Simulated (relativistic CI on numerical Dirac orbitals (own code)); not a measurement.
Crystal-field levels of Au2+, 5d9

Calculated by Dirac-Coulomb-Breit CI, separate exchange-only KLI orbitals for each configuration, model QED, valence Slater integrals scaled by 0.75, one configuration in a parametric crystal field (own radial code).

Field parameters in Wybourne normalisation: D3d B²₀ = −7Dσ, B⁴₀ = −14Dq − 21Dτ, B⁴₃ = −14√(10/7) Dq. The field is a parameter set, without covalency.

S is read from ⟨S²⟩ = S(S + 1).

Levels (cm⁻¹, degeneracy): 0 (2), 162 (2), 29495 (2), 36364 (2), 40381 (2).

(1) Which field gives this pattern?
A. D3d, 10Dq = 32500, Dσ = 980, Dτ = 320 cm⁻¹
B. D3d, 10Dq = 32500, Dσ = -980, Dτ = 320 cm⁻¹
C. D3d, 10Dq = 32500, Dσ = -330, Dτ = 320 cm⁻¹
D. D3d, 10Dq = 32500, Dσ = -1200, Dτ = 320 cm⁻¹

Answers

(1) A. D3d, 10Dq = 32500, Dσ = 980, Dτ = 320 cm⁻¹, ground level with S = 0.50.
